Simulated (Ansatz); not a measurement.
`[SiH3][AsH][SiH3]` → `[SiH3][AsH2]` + `[SiH2]` at 500 K and 1 bar (silylene loss).

Computed with Ansatz on PBE0-D4/def2-TZVP structures; ΔE is electronic, products minus reactants. CCSD(T)/CBS is the MP2 limit (def2-TZVPP, def2-QZVPP) plus CCSD(T) − MP2 in def2-TZVPP, frozen cores. This one scheme is used for every species. For As outer-core shells are correlated without core-valence functions, which leaves a few kJ/mol of doubt a bond. Scalar relativity is left out up to krypton.

| species | CCSD(T)/CBS energy (Eh) | H − E (kJ/mol) | S (J/(mol·K)) |
| --- | --- | --- | --- |
| `[SiH3][AsH][SiH3]` | -2817.37686 | 200.1 | 423.7 |
| `[SiH3][AsH2]` | -2527.08228 | 138.1 | 337.6 |
| `[SiH2]` | -290.19011 | 48.0 | 226.5 |

H − E and S are ideal-gas, rigid-rotor, harmonic terms from PBE0-D4/def2-TZVP. 1 Eh = 2625.50 kJ/mol, R = 8.31446 J/(mol·K).

Question: By hand: ΔE, ΔH, ΔS and ΔG.

Answer: ΔE = (-2527.08228) + (-290.19011) − (-2817.37686) = 0.10447 Eh = 274.3 kJ/mol. Δ(H − E) = 138.1 + 48.0 − 200.1 = -14.0, so ΔH = 260.3 kJ/mol. ΔS = 337.6 + 226.5 − 423.7 = 140.4 J/(mol·K). ΔG = 260.3 − 500 × (140.4)/1000 = 190.1 kJ/mol.

Question: By hand: the equilibrium constant, and the temperature at which ΔG would vanish if ΔH and ΔS stayed fixed.

Answer: log₁₀ K = −ΔG/(RT ln 10) = -19.9. ΔG = 0 at ΔH/ΔS = 1854 K.

The number of gas molecules changes by +1, which sets the sign of ΔS. A doubt of 5 kJ/mol in ΔE shifts log₁₀ K by 0.5 here. Modes under 60 cm⁻¹, often nearly free rotors, make the harmonic entropy too high. These are equilibria of isolated gas molecules and say nothing of rates. Largest T1 diagnostic: 0.014 (customary marks: 0.02 for closed shells, 0.045 for open ones).
